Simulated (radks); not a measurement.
The rhenium ion Re2+ inside a hard spherical wall (all orbitals vanish at R), configuration held at [Xe] 4f14 5d5 and not refilled when levels cross. Calculated with a radial shooting solver on a logarithmic mesh with Libxc functionals: scalar-relativistic Kohn-Sham, LDA (Slater exchange, VWN5 correlation), spin-unpolarised, spherical densities, finite nucleus; Fermi nuclear charge, rms radius 5.3698 fm. Eigenvalues in eV, with the zero of energy where the potential of the charges vanishes at infinity; a dash marks a level that is unbound or too diffuse for the functional's potential to be trusted. A positive occupied level is held by the wall or, in an anion where self-interaction has pushed it up, behind a barrier. The pressure on the wall is -dE/dV.

R (bohr)  E (hartree)  kinetic (hartree)    e(5s)    e(5p)    e(4f)    e(5d)  e(6s, empty)  e(6p, empty)  pressure (GPa)
free      -16678.8885          18419.381  -102.21  -63.962  -59.356  -21.731       -20.427       -13.574               0
12        -16678.8885          18419.381  -102.21  -63.962  -59.356  -21.731       -20.427       -13.574        < 0.0001
8         -16678.8885          18419.382  -102.20  -63.960  -59.354  -21.729       -20.423       -13.536         0.00226
7         -16678.8883          18419.385  -102.19  -63.947  -59.340  -21.717       -20.401       -13.416          0.0245
6         -16678.8866          18419.403  -102.11  -63.872  -59.258  -21.647       -20.266       -12.965           0.259
4         -16678.7875          18420.041  -100.12  -62.001  -57.131  -19.675       -16.221        -5.519            28.5
3.5       -16678.6215          18420.917  -98.129  -60.144  -54.948  -17.431       -11.286         2.029             100
3         -16678.1537          18423.212  -94.362  -56.545  -50.668  -12.625        -0.156        17.653             401
2.5       -16676.6631          18430.209  -86.621  -48.606  -41.535   -1.393        26.915        52.492            1960
2         -16670.9766          18455.009  -67.549  -26.957  -19.600   28.683        100.25        139.17           12700
1.5       -16643.6271          18559.349   -2.383   50.537   41.144   128.05        332.60        395.26          120000
